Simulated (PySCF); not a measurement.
CBr, quartet, at a GFN2-xTB geometry of the parent state; PySCF with B3LYP/cc-pVDZ.

The PySCF input:
```python
from pyscf import gto, scf, dft

mol = gto.M(
    atom='''
C    -0.00000000   -0.00000000   -1.50332834
Br    0.00000000    0.00000000    0.25771343
''',
    basis='cc-pvdz',
    spin=3,
    verbose=4,
)

mf = dft.ROKS(mol)
mf.xc = 'b3lyp'
mf.kernel()
```

Output, abridged:

```
PySCF version 2.14.0

[INPUT] verbose = 4
[INPUT] num. atoms = 2
[INPUT] num. electrons = 41
[INPUT] charge = 0
[INPUT] spin (= nelec alpha-beta = 2S) = 3
[INPUT] symmetry False subgroup None
[INPUT] Mole.unit = angstrom
[INPUT] Symbol           X                Y                Z      unit          X                Y                Z       unit  Magmom
[INPUT]  1 C      0.000000000000   0.000000000000  -1.503328340000 AA    0.000000000000   0.000000000000  -2.840878837897 Bohr   0.0
[INPUT]  2 Br     0.000000000000   0.000000000000   0.257713430000 AA    0.000000000000   0.000000000000   0.487007801322 Bohr   0.0

nuclear repulsion = 63.1031110029832
number of shells = 11
number of NR pGTOs = 103
number of NR cGTOs = 41
basis = cc-pvdz
ecp = {}

******** <class 'pyscf.dft.roks.ROKS'> ********
method = ROKS
initial guess = minao
damping factor = 0
level_shift factor = 0
DIIS = <class 'pyscf.scf.diis.CDIIS'>
diis_start_cycle = 1
diis_space = 8
diis_damp = 0
SCF conv_tol = 1e-09
SCF conv_tol_grad = None
SCF max_cycles = 50
direct_scf = True
direct_scf_tol = 1e-13
num. doubly occ = 19  num. singly occ = 3
XC library pyscf.dft.libxc version 7.1.2
    S. Lehtola, C. Steigemann, M. J. T. Oliveira, and M. A. L. Marques,  SoftwareX 7, 1–5 (2018)
XC functionals = b3lyp
    P. J. Stephens, F. J. Devlin, C. F. Chabalowski, and M. J. Frisch,  J. Phys. Chem. 98, 11623 (1994)
radial grids:
    Treutler-Ahlrichs [JCP 102, 346 (1995); DOI:10.1063/1.469408] (M4) radial grids

becke partition: Becke, JCP 88, 2547 (1988); DOI:10.1063/1.454033
pruning grids: <function nwchem_prune>
grids dens level: 3
symmetrized grids: False
atomic radii adjust function: <function treutler_atomic_radii_adjust>
small_rho_cutoff = 0
Set gradient conv threshold to 3.16228e-05
tot grids = 34544
init E= -2611.19975613176
  HOMO = -0.132026704800793  LUMO = 0.0404019265579065  gap/eV = 4.69202
cycle= 1 E= -2611.98797387369  delta_E= -0.788  |g|= 0.115  |ddm|= 1.28
  HOMO = -0.146733720603157  LUMO = 0.0345120275174287  gap/eV = 4.93195
cycle= 2 E= -2612.00086686188  delta_E= -0.0129  |g|= 0.111  |ddm|= 0.275
  HOMO = -0.14538476115394  LUMO = 0.0511334108357138  gap/eV = 5.34753
cycle= 3 E= -2612.0049139086  delta_E= -0.00405  |g|= 0.04  |ddm|= 0.119
  HOMO = -0.130371722267063  LUMO = 0.0579030287370224  gap/eV = 5.12322
cycle= 4 E= -2612.00551246718  delta_E= -0.000599  |g|= 0.0302  |ddm|= 0.059
  HOMO = -0.134885496100029  LUMO = 0.0569839293980665  gap/eV = 5.22103
cycle= 5 E= -2612.00597469141  delta_E= -0.000462  |g|= 0.00301  |ddm|= 0.0293
  HOMO = -0.13466299913353  LUMO = 0.0569597753332975  gap/eV = 5.21432
cycle= 6 E= -2612.00597797622  delta_E= -3.28e-06  |g|= 0.000517  |ddm|= 0.0026
  HOMO = -0.134521391228615  LUMO = 0.0569799111203906  gap/eV = 5.21102
cycle= 7 E= -2612.00597808307  delta_E= -1.07e-07  |g|= 0.000156  |ddm|= 0.000531
  HOMO = -0.134531333283448  LUMO = 0.056996231198319  gap/eV = 5.21173
cycle= 8 E= -2612.00597809647  delta_E= -1.34e-08  |g|= 7.34e-06  |ddm|= 0.000165
  HOMO = -0.134532329050327  LUMO = 0.0569949558403222  gap/eV = 5.21172
cycle= 9 E= -2612.0059780965  delta_E= -3.73e-11  |g|= 7.36e-07  |ddm|= 1.04e-05
  HOMO = -0.134532124894549  LUMO = 0.0569951682477039  gap/eV = 5.21172
Extra cycle  E= -2612.0059780965  delta_E= 4.09e-12  |g|= 3.49e-07  |ddm|= 1.33e-06
converged SCF energy = -2612.0059780965
```
